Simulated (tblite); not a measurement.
H₅BN (SMILES B[NH3+]), charge +1, singlet, at a GFN2-xTB geometry; tblite with GFN1-xTB with ALPB(water).

Here is a job for tblite.
```
$ tblite run mol.xyz --method gfn1 --charge 1 --spin 0 --alpb water --json tblite.json --no-restart

# file mol.xyz
7

B      0.88263881     0.09284034    -0.00737737
N     -0.61601020    -0.06784319    -0.00947475
H      1.53748945    -0.85254254     0.17141440
H      1.32021174     1.16097305    -0.15667069
H     -0.93054469     0.07651970     0.96132550
H     -0.92796378    -1.00605227    -0.28786176
H     -1.10031533     0.63180265    -0.58499732
```

It wrote (shortened):

```
xTB calculator
 | screened Coulomb repulsion
 | Coulomb electrostatics
 |  * isotropic Klopman-Ohno-Mataga-Nishimoto electrostatics
 |  * onsite third-order electrostatics
 | DFT-D3(BJ) dispersion correction
 | Interactions (3)
 | [1] alpb/gbsa reaction field model
 | [2] cds contribution to solvation
 | [3] empirical free energy shift and standard state/solvent correction

halogen bonding energy    0.0000000000000E+00 Eh
repulsion energy          8.7686437724633E-02 Eh
dispersion energy        -1.1095992377171E-03 Eh
interaction energy        2.1331794182860E-03 Eh
number of electrons       1.2000000000000E+01 e
integral cutoff           2.1261634374110E+01 bohr

------------------------------------------------------------
  cycle        total energy    energy error   density error
------------------------------------------------------------
      1     -6.905244762442  -6.9939548E+00   4.7100977E-01
      2     -6.921566414367  -1.6321652E-02   2.4989068E-01
      3     -6.922698123252  -1.1317089E-03   4.9927809E-02
      4     -6.923039403663  -3.4128041E-04   6.5820965E-03
      5     -6.923083283076  -4.3879413E-05   2.4189576E-03
      6     -6.923088150988  -4.8679119E-06   9.4147477E-04
      7     -6.923088800866  -6.4987767E-07   6.4406685E-05
      8     -6.923088803721  -2.8546898E-09   3.2936295E-06
------------------------------------------------------------

electronic energy        -7.0117988216259E+00 Eh
total energy             -6.9230888037207E+00 Eh

Post processing:
 | Mayer-Wiberg bond orders

[Info] JSON dump of results written to 'tblite.json'
```
